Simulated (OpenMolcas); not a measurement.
Exact exchange and the vertical ionisation energy of WCl4O

The species is WCl4O (6 atoms), meant as a singlet with charge 0. SMILES: `O=[W](Cl)(Cl)(Cl)Cl`. Geometry: relaxed at PBE0-D4/def2-TZVP.

The vertical ionisation energy (to the doublet cation) y, in eV, basis def2-SVP with a core potential; a is the functional's share of exact exchange. Programs: OpenMolcas 26.06.

| functional | program | a | y (eV) |
| --- | --- | --- | --- |
| TPSS | OpenMolcas | 0 | 10.50 |
| BLYP | OpenMolcas | 0 | 10.08 |
| B3LYP | OpenMolcas | 0.2 | ? |
| PBE0 | OpenMolcas | 0.25 | 10.96 |
| BHLYP | OpenMolcas | 0.5 | 11.31 |

**Question.** Fit y = c + s·a to the known rows and predict B3LYP.

**Answer.** 
1. Means of the 4 rows: a = 0.1875, y = 10.713.
2. Σ(Δa)² = 0.17188, Σ(Δa·Δy) = 0.36063, so the slope is 0.36063/0.17188 = 2.0981.
3. Intercept: 10.713 − (2.0981) × 0.1875 = 10.320. The largest residual of the fit is 0.24.
4. B3LYP: 10.320 + (2.0981) × 0.2 = 10.74 eV.

The run gave 10.76 eV, so the prediction is off by -0.02 eV, within the largest residual. The rows mix families of semi-local functionals, which the line can't see. Spin-orbit coupling is left out.
